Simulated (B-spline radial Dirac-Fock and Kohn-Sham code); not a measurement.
## Dipole and non-dipole photoemission parameters of C⁺ 2p3/2

System: C⁺ in the configuration 1s2 2s2 2p1; threshold 21.13 eV (orbital energy of the model). The computed values come from a radial finite-basis atomic code: Dirac-Hartree-Slater photoionisation with a Latter tail; cross sections with all multipoles, angular parameters from the dipole term and its interference with E2.

For linearly polarised light dσ/dΩ = σ/(4π) [1 + β P₂(cos θ) + (δ + γ cos²θ) sin θ cos φ], with θ from the polarisation vector and φ the angle between the beam and the projection of the electron momentum on the plane normal to the polarisation.

```csv
hν (eV),σ (kb),β,γ,δ
56.2,354,1.526,0.072,0.007
57.2,339,1.526,0.074,0.007
75.6,160,1.495,0.104,0.008
80,137,1.485,0.110,0.008
99.5,73.4,1.431,0.135,0.010
156,19.3,1.273,0.193,0.015
254,4.09,1.032,0.235,0.026
279,3.01,0.983,0.240,0.028
300,2.38,0.946,0.244,0.030
332,1.71,0.895,0.250,0.034
366,1.24,0.849,0.256,0.037
400,0.931,0.809,0.262,0.041
416,0.818,0.791,0.265,0.042
469,0.551,0.740,0.275,0.047
509,0.419,0.705,0.283,0.051
919,0.0532,0.485,0.357,0.083
1040,0.0339,0.442,0.376,0.092
1390,0.0114,0.343,0.419,0.115
2350,0.00148,0.193,0.473,0.165
2590,0.00101,0.171,0.485,0.176
3500,0.000304,0.117,0.526,0.211
3690,0.000246,0.110,0.535,0.218
4000,0.000178,0.099,0.549,0.229
5414.7,5.25e-05,0.069,0.607,0.273
6000,?,?,?,?
6430,2.61e-05,0.058,0.652,0.301
7880,1.14e-05,0.047,0.715,0.336
8047.8,1.04e-05,0.045,0.722,0.339
13700,1.14e-06,-0.006,0.903,0.454
15000,7.79e-07,-0.019,0.929,0.477
```

Problem. Give the values at 6000 eV.

Solution. σ = 3.46e-05 kb, β = 0.062, γ = 0.634, δ = 0.289.
